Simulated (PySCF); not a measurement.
# TaN(OH)2, singlet: structure and spectrum

Level of theory: PySCF, PBE0, basis Ta def2-TZVP with ECP60, N def2-TZVP, O def2-TZVP, H def2-TZVP (scalar-relativistic core potentials, no spin–orbit coupling, density fitting).

The structure is a saddle point with 1 imaginary mode.

| Quantity | Value |
| --- | --- |
| Point group | C2v |
| Bond lengths | O–H 0.958 Å (×2), Ta–N 1.688 Å, Ta–O 1.949 Å (×2) |
| Bond angles | H–O–Ta 128.1° (×2), N–Ta–O 112.3° (×2), O–Ta–O 135.3° |
| Dipole moment | 2.39 D |
| Principal quadrupole moments (Buckingham, traceless) about the centre of mass | -16.85, 7.57, 9.27 D Å |
| Zero-point energy (real modes) | 77.8 kJ/mol |
| Lowest empty level | -3.47 eV |
| Atomisation energy without zero-point energy | 2398 kJ/mol |
| Principal polarisabilities | 34.1, 53.7, 54.0 bohr³ |
| Highest occupied level | -7.11 eV |
| Rotational constants | 0.2925, 0.1429, 0.09602 cm⁻¹ |

Harmonic modes (masses in u: Ta 180.948, N 14.003, O 15.995, H 1.008):
```tsv
symmetry	ω (cm⁻¹)	IR (km/mol)	μ (u)
b1	132i	–	5.21
a1	169	1.2	5.24
b2	264	25.3	4.72
a1	550	146	1.20
b2	556	224	1.59
a2	592	0.0	1.13
b1	607	246	1.19
a1	667	46.0	7.65
b2	672	109	4.15
a1	1093	130	14.79
b2	3916	267	1.07
a1	3919	7.2	1.07
```

In C2v the vibrations span 2b1 + 5a1 + 4b2 + a2. Here b1 is antisymmetric to the molecular plane and b2 lies in it. The a2 mode carries no infrared intensity, as symmetry demands.

Charges (e):
| atom | Mulliken | Löwdin | polar tensor | Mayer order to Ta1 |
| --- | --- | --- | --- | --- |
| Ta1 | 1.21 | 0.77 | 2.15 | – |
| N2 | -0.51 | -0.40 | -0.87 | 2.99 |
| O3,4 | -0.70 | -0.35 | -0.94 | 1.04 |
| H5,6 | 0.35 | 0.16 | 0.30 | 0.02 |
Other Mayer orders above 0.3: O–H 0.87 (×2).

Mulliken populations on Ta1 (electrons outside its core potential): s 2.22, p 6.39, d 3.05, f 0.13.

Outer orbital energies (eV). occupied: -14.07, -10.71, -10.21, -9.71, -9.36, -7.85, -7.22, -7.11; empty: -3.47, -1.14, -0.23, 0.50.

Other isomers or separated fragments may lie lower. At this level a singlet minimum of Cs symmetry lies 32 kJ/mol below this structure. No spin–orbit coupling is included, which matters more the heavier the element.

The final relaxation and frequency run took 87 s on 4 threads of a shared Intel Xeon 6975P-C (Granite Rapids) host, with 145 basis functions and 20 gradients; the process peaked at 1.9 GiB.
